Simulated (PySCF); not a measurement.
Removal energies of Yb²⁺ from EOM-IP-GCCSD

Reference: closed-shell Yb²⁺, [Xe] 4f14; one electron is removed. Calculated with PySCF 2.14, two-component X2C-1e with screened spin-orbit coupling, x2c-TZVPPall-2c with one added diffuse shell each of s, p, d, f type (12s12p11d5f2g, 156 functions); frozen [Kr] 4d10; the 40 highest virtual spinors dropped; of the others 106 kept and the rest restored at second order. No Breit or QED terms. Binding energies in eV.

```json
{"level": "5p1/2", "Koopmans": "52.868"}
{"level": "5p3/2", "Koopmans": "46.348"}
```

How does correlation move these levels?

5p1/2: second order 51.875, EOM-CCSD 52.893; 5p3/2: second order 45.704, EOM-CCSD 46.566.

For comparison, the ionisation energy of Yb²⁺ is 25.053 ± 0.025 eV (semi-empirical (NIST evaluation); NIST Atomic Spectra Database, ionization energies).

Only part of the computed levels is shown.
